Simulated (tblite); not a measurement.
C4H8F3OPS.
Geometry (GFN2-xTB, Å), atoms numbered from 1 in this order:
```
atom  x, y, z in Å
C1    -2.015   -1.005   -0.493
C2    -1.273    0.279   -0.843
P3     0.255    0.387    0.185
S4     0.070    0.386    2.105
C5     1.472   -0.885   -0.457
O6     1.149   -2.123    0.092
C7     1.038    1.965   -0.546
F8     2.244    2.182   -0.017
F9     1.204    1.868   -1.875
F10    0.285    3.041   -0.321
H11   -2.946   -1.069   -1.052
H12   -2.248   -1.024    0.571
H13   -1.406   -1.878   -0.725
H14   -1.003    0.316   -1.901
H15   -1.882    1.157   -0.599
H16    2.488   -0.558   -0.183
H17    1.401   -0.979   -1.544
H18    1.157   -2.053    1.059
```

All values are computed: GFN2-xTB (tblite) harmonic vibrations without scaling, gas phase. This tight-binding method is rough: wavenumbers can miss measured ones by several per cent, in bad cases by 10 to 20. One conformer, not necessarily the lowest.

Harmonic wavenumbers (cm⁻¹): 33.0, 70.2, 71.7, 92.0, 100.7, 126.6, 157.3, 180.8, 225.6, 248.7, 264.7, 267.8, 290.3, 407.5, 462.8, 465.8, 467.2, 590.1, 663.9, 701.5, 746.5, 779.9, 846.0, 978.2, 1002.8, 1044.4, 1062.2, 1075.1, 1082.3, 1093.9, 1103.2, 1204.0, 1231.6, 1238.3, 1306.4, 1399.0, 1408.8, 1420.3, 1483.4, 1486.8, 2835.0, 2928.6, 2950.3, 2957.5, 3024.4, 3033.5, 3042.3, 3439.2.

A = 1188, B = 741.3, C = 725.1 MHz; mass 191.999 u (most abundant isotopes); point group C1, symmetry number 1.

Zero-point energy?

Half the sum of the wavenumbers: 26546 cm⁻¹ = 317.56 kJ/mol.

What is S at 500 K and 1 bar for an ideal gas of classical rigid rotors and harmonic oscillators?

Translation 185.17, rotation 134.48, vibration 279.69: S = 599.3 J/(mol K).

And Cp and H(500 K) − H(0)?

Cp = 260.72 J/(mol K), of which vibrations give 227.46 (their classical limit is 48 R = 399.1); H(500 K) − H(0) = 83.08 kJ/mol without the zero-point energy, 66.45 from vibrations.

What must be added to the electronic energy to get the Gibbs energy at 500 K and 1 bar?

ZPE + [H(500 K) − H(0)] − T·S = 317.56 + 83.08 − 299.67 = 100.97 kJ/mol.

Blend soft modes into free rotors: weight 1/[1 + (100 cm⁻¹/ν̃)⁴] for the oscillator and the rest for a rotor with moment μB/(μ + B), μ = h/(8π²ν), B = 10⁻⁴⁴ kg m². What vibrational entropy results?

254.17 J/(mol K) in place of 279.69, which changes −T·S at 500 K by +12.76 kJ/mol.

Which modes carry the vibrational entropy at 500 K?

33.0 cm⁻¹: 27.89; 70.2 cm⁻¹: 21.63; 71.7 cm⁻¹: 21.45; 92.0 cm⁻¹: 19.39; 100.7 cm⁻¹: 18.64; 126.6 cm⁻¹: 16.76 J/(mol K); the other 42 give 153.93 together.

How do the functions run with temperature in this model?

```csv
T (K),S (J/(mol K)),Cp (J/(mol K)),H − H(0) (kJ/mol),G − H(0) (kJ/mol),ln q(vib)
50,265.7,69.6,2.40,-10.88,0.94
100,325.4,104.7,6.81,-25.73,2.94
298.15,482.4,193.2,36.83,-106.99,10.78
373.15,528.8,221.3,52.39,-144.94,13.44
750,715.8,312.7,155.32,-381.52,25.12
1000,810.5,345.3,237.85,-572.68,31.66
```

q(vib) and H(0) count from the zero-point level.

Hindered rotation and anharmonicity are outside this model. Other conformers, if any are populated, would add a mixing term that is left out. The structure is chiral; the term R ln 2 for an equal mix with its mirror image is left out.
